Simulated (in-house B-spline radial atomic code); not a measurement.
# Pd+: [Kr] 4d9

Level of theory: non-relativistic wB97X, spin-polarised, spherical fractional occupations, exact exchange averaged over the configuration, point nucleus; calculated with a radial B-spline atomic code at the basis-set limit.

Effective charges: Z_r = [3n² - l(l+1)]/(2<r>) from the radius, Z_e = n√(-2ε) from the energy, and Slater's rules. Values are occupation-weighted means over spin.

| shell | electrons | ε (eV) | <r> (bohr) | Z_r | Z_e | Slater |
| --- | --- | --- | --- | --- | --- | --- |
| 1s | 2 | -23503 | 0.0331 | 45.32 | 41.56 | 45.70 |
| 2s | 2 | -3389.3 | 0.1437 | 41.74 | 31.57 | 41.85 |
| 2p | 6 | -3147.4 | 0.1229 | 40.67 | 30.42 | 41.85 |
| 3s | 2 | -625.92 | 0.3913 | 34.50 | 20.35 | 34.75 |
| 3p | 6 | -529.01 | 0.3838 | 32.57 | 18.71 | 34.75 |
| 3d | 10 | -350.58 | 0.357 | 29.41 | 15.23 | 24.85 |
| 4s | 2 | -97 | 0.9778 | 24.55 | 10.68 | 18.25 |
| 4p | 6 | -66.718 | 1.057 | 21.76 | 8.86 | 18.25 |
| 4d | 9 | -19.111 | 1.437 | 14.62 | 4.74 | 7.20 |

The least bound orbital is 4d down at -18.74 eV, and it is also the most diffuse (<r> = 1.445 bohr).
